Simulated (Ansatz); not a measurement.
Total energies of `COc1ccc(-c2ccc(-c3ccc(-c4ccc(-c5ccc(-c6ccc(-c7ccc(-c8ccc(C(F)=C(F)F)cc8)s7)s6)s5)s4)s3)s2)cc1` from Ansatz at PBE0-D4/def2-SVP, gas phase (1 Eh = 27.2114 eV = 2625.5 kJ/mol). The reference geometry is relaxed at r2SCAN-D4/def2-SVP.

| state | geometry | energy (Eh) |
| --- | --- | --- |
| charge 0 singlet | reference | -4258.93620 |
| charge 1 doublet | reference | -4258.71976 |
| charge -1 doublet | reference | -4258.99946 |
| free C atom (triplet) | – | -37.76066 |
| free O atom (triplet) | – | -74.92490 |
| free F atom (doublet) | – | -99.54906 |
| free S atom (triplet) | – | -397.83788 |
| free H atom (doublet) | – | -0.50029 |

Single mean-field runs in def2-SVP are fitted with def2-universal-jkfit.

Question: Work out the vertical ionisation energy to the doublet.

Answer: E(charge 1 doublet) − E(charge 0 singlet) = -4258.71976 − (-4258.93620) = 0.21644 Eh = 5.89 eV. For comparison, −ε of the highest occupied level is 5.05 eV at this level, 0.84 eV less.

Question: Work out the vertical electron affinity, to the doublet.

Answer: E(charge 0 singlet) − E(charge -1 doublet) = -4258.93620 − (-4258.99946) = 0.06326 Eh = 1.72 eV. The basis lacks diffuse functions, which makes affinities too small.

Question: Give the fundamental gap IE − EA, the Mulliken electronegativity (IE + EA)/2 and the hardness (IE − EA)/2.

Answer: From the values in Eh: IE − EA = 0.21644 − 0.06326 = 0.15318 Eh = 4.17 eV; (IE + EA)/2 = 3.81 eV; (IE − EA)/2 = 2.08 eV. The HOMO–LUMO gap of the same run is 2.57 eV, 1.60 eV smaller than the fundamental gap.

Question: What is the binding energy per atom against free atoms?

Answer: Atoms: 39 × (-37.76066) + 1 × (-74.92490) + 3 × (-99.54906) + 6 × (-397.83788) + 23 × (-0.50029) = -4244.77177 Eh. Binding: -4244.77177 − (-4258.93620) = 14.16443 Eh = 385.43 eV, or 5.35 eV for each of 72 atoms (no zero-point energy, no counterpoise term).
